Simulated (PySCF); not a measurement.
# Two-component Hartree-Fock for Re (rhenium, neutral)

Start: [Xe] 4f14 5d5 6s1 6p1; 5d5/2 filled at m_j = -3/2, -1/2, +1/2, +3/2, +5/2; 6s1/2 filled at m_j = +1/2; 6p3/2 filled at m_j = +3/2. Calculated with PySCF 2.14 in x2c-SVPall-2c with one added diffuse shell each of s, d type (8s9p10d2f, 99 functions): generalised Hartree-Fock with the X2C-1e Hamiltonian and a Gaussian nucleus; one run each with spin-orbit coupling (SO) switched off, then screened by Boettger's factors. This is a chosen level, not necessarily the ground level.

| spinor shell | electrons | ε, spin-free (eV) | ε, screened SO (eV) | weight of nominal j (screened SO) | rms radius, screened SO (bohr) |
| --- | --- | --- | --- | --- | --- |
| 1s1/2 | 2 | -72065.0 | -72042.2 | 1.000 | 0.0204 |
| 2s1/2 | 2 | -12639.6 | -12632.4 | 1.000 | 0.0824 |
| 2p1/2 | 2 | -11036.2 | -12066.6 | 1.000 | 0.0700 |
| 2p3/2 | 4 | -11036.2 | -10620.9 | 1.000 | 0.0775 |
| 3s1/2 | 2 | -2990.9 | -2988.6 | 1.000 | 0.210 |
| 3p1/2 | 2 | -2510.0 | -2736.4 | 1.000 | 0.202 |
| 3d3/2 | 4 | -1958.0 | -1997.4 | 1.000 | 0.192 |
| 3d5/2 | 6 | -1958.0 | -1929.3 | 1.000 | 0.196 |
| 4s1/2 | 2 | -658.58 | -657.82 | 1.000 | 0.468 |
| 4p1/2 | 2 | -498.00 | -551.23 | 1.000 | 0.476 |
| 4p3/2 | 4 | -498.00 | -475.93 | 1.000 | 0.509 |
| 4d3/2 | 4 | -292.37 | -300.43 | 0.999 | 0.532 |
| 4d5/2 | 6 | -292.37 | -286.23 | 0.999 | 0.543 |
| 5s1/2 | 2 | -102.12 | -101.99 | 1.000 | 1.12 |
| 5p1/2 | 2 | -58.715 | -67.972 | 0.908 | 1.28 |
| 4f5/2 | 6 | -61.626 | -62.772 | 0.979 | 0.638 |
| 4f7/2 | 8 | -61.626 | -60.151 | 0.984 | 0.638 |
| 5p3/2 | 4 | -58.715 | -54.623 | 0.954 | 1.31 |
| 5d5/2 | 5 | -13.392 | -13.366 | 0.524 | 2.01 |
| 6s1/2 | 1 | -10.900 | -10.869 | 0.999 | 3.27 |
| 6p3/2 | 1 | -4.799 | -4.650 | 1.000 | 4.25 |

Problem. Where does 3p3/2 lie, and what is the 3p spin-orbit splitting (screened SO)?

Solution. At -2417.0 eV, 319.36 eV above 3p1/2.

```json
{"quantity": "E (hartree)", "spin-free": "-16679.09760", "screened SO": "-16699.67116"}
{"quantity": "M_J", "spin-free": "9/2", "screened SO": "9/2"}
{"quantity": "⟨J²⟩", "spin-free": "24.760", "screened SO": "24.762"}
{"quantity": "⟨L²⟩", "spin-free": "2.008", "screened SO": "2.304"}
{"quantity": "⟨S²⟩", "spin-free": "15.753", "screened SO": "15.534"}
```

Each row is a mean over spinors that exchange with the open shell spreads, by up to 8.452 eV (5p3/2).

Rows whose weight is well below 1 are mixtures of j = l ± 1/2: exchange outweighs spin-orbit coupling there, and the label is only the starting occupation.

Breit and QED terms are absent; they matter most for the inner s and p1/2 levels.

Densities and radii are taken from the X2C orbitals without a picture-change correction, which distorts them close to the nucleus.

Without spin-orbit coupling the j labels of p, d and f shells carry no meaning; the spin-free column gives the mean over the occupied spinors of each nl shell.
